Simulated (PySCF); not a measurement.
## C₆ coefficients of unlike pairs at PBE

Calculated with PySCF 2.14 from the dipole response of each species, C₆(A,B) = (3/π) ∫ α_A(iu) α_B(iu) du, in atomic units, from isotropic polarisabilities. For ions this is the dispersion term alone; charge-induced terms of lower order in 1/R come first.

```csv
species,configuration,basis,relativity,α (bohr³),C₆ (like pair)
Cd³⁺,[Kr] 4d9 (2D),def2-TZVPPD with the def2 core potential (28 electrons) (6s4p3d2f1g),core potential,3.191,13.29
O⁺,[He] 2s2 2p3 (4S),aug-cc-pVQZ (6s5p4d3f2g),none,2.691,5.309
Ga³⁺,[Ar] 3d10 (1S),"aug-cc-pVTZ-PP with one added diffuse shell each of s, d, f type with ECP10MDF (7s5p5d3f)",core potential,1.033,1.151
Ba²⁺,[Xe] (1S),"x2c-TZVPPall with one added diffuse shell each of s, p, d type (12s8p7d2f1g)",spin-free X2C,10.63,77.15
```

Estimate C₆ for Ga³⁺ with Cd³⁺.

The integral gives 3.880. The combination rule 2 C_A C_B / (C_A α_B/α_A + C_B α_A/α_B) gives 3.892 and the geometric mean 3.910.

No spin-orbit coupling is included.

The other pairs:

| pair | C₆ |
| --- | --- |
| Ba²⁺, Cd³⁺ | 30.33 |
| Ba²⁺, Ga³⁺ | 9.205 |
| Ga³⁺, O⁺ | 2.443 |
| O⁺, Cd³⁺ | 8.107 |
| Ba²⁺, O⁺ | 20.19 |
